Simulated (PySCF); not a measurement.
CH5S, SMILES [SH2+]C, charge +1.

Coordinates come from a B3LYP-D3(BJ)/def2-TZVP optimisation. The isomer is the one that the SMILES or the coordinates give; other isomers of the formula were not compared.

Computed with PySCF with HF/def2-TZVPD.

Isolated molecule, no solvent.

Task: Estimate the frontier levels, gap, dipole moment and polarisability. (An estimate is asked for; the answer gives what the named calculation found.)

Result: 
```yaml
highest_occupied_level: -19.47 eV
lowest_empty_level: -3.14 eV
orbital_gap: 16.32 eV
dipole_moment_about_the_centre_of_nuclear_charge: 1.28 D
mean_static_polarisability: 29.0 bohr³ (4.30 Å³)
polarisability_principal_values: 25.4, 26.8, 34.7 bohr³
```
